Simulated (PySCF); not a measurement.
**MgSb from Hartree–Fock to correlated methods**

State: ⁴Σ⁻ (quartet), unpaired electrons σ ↑, π ↑↑. Set-up: basis Mg def2-SVPD, Sb def2-SVPD with ECP28; scalar-relativistic core potentials; PySCF 2.14. De refers to Mg + Sb in their high-spin ground configurations, without counterpoise correction. The functionals are run spin-unrestricted. A positive dipole means Mg(−)Sb(+).

| Level | Re (Å) | ωe (cm⁻¹) | De (eV) | μ (D) | CPU s a point (SCF and correlation, without the integrals) |
| --- | --- | --- | --- | --- | --- |
| UHF | 2.903 | 185 | 0.132 | -1.83 | 0.18 |
| UHF-MP2 | 2.885 | 206 | 0.291 | n/a | 0.34 |
| UHF-SCS-MP2 | 2.909 | 194 | 0.194 | n/a | n/a |
| PBE | 2.896 | 198 | 0.69 | -1.05 | 0.74 |
| r²SCAN | 2.863 | 214 | 0.78 | -1.39 | 1.1 |
| PBE0 | 2.871 | 206 | 0.63 | -1.26 | 1.1 |
| r²SCAN0 | 2.855 | 215 | 0.72 | -1.52 | 1.2 |
| MN15 | 2.898 | 184 | 0.486 | -1.03 | 1.2 |
| M06-2X | 2.900 | 179 | 0.370 | -1.59 | 1.2 |
| LC-ωPBE | 2.809 | 229 | 0.60 | -1.61 | 0.95 |

The bond length runs from 2.809 Å (LC-ωPBE) to 2.909 Å (UHF-SCS-MP2). De spans 0.13 eV (UHF, mean field) to 0.78 eV (r²SCAN, meta-GGA).

Correlated steps freeze 5 core orbitals. Correlated levels converge slowly with the basis: in double zeta they bind strong bonds too weakly, by up to about 1 eV, and carry superposition errors of some tenths. Spin–orbit coupling is left out, which matters for elements this heavy, above all for dissociation energies. The state is the lowest determinant that a PBE0 search found; another state may lie lower at other levels.

The whole job (state search and all levels along the bond) took about 2.8 min on 1 thread of Arm Neoverse V1 (shared host), peak memory 0.72 GiB.
